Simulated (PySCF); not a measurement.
ZrFH3, SMILES [F][ZrH3], multiplicity 1. Geometry: PBE0-D3(BJ)/def2-TZVP. The spin state was assumed, not searched. The structure was generated by enumeration; whether it is a known compound was not checked. The def2 effective core potentials stand for the cores of Zr; spin–orbit coupling is left out.

Computed equilibrium geometry at PBE0-D3(BJ)/def2-TZVP (PySCF confirms it by a frequency run) as Cartesian coordinates in Å, and its point group:
point group C3v.
```xyz
5

Zr     0.0000     0.0000    -0.2909
F      0.0000     0.0000     1.5830
H     -1.5194    -0.8772    -0.8698
H      1.5194    -0.8772    -0.8698
H      0.0000     1.7544    -0.8698
```
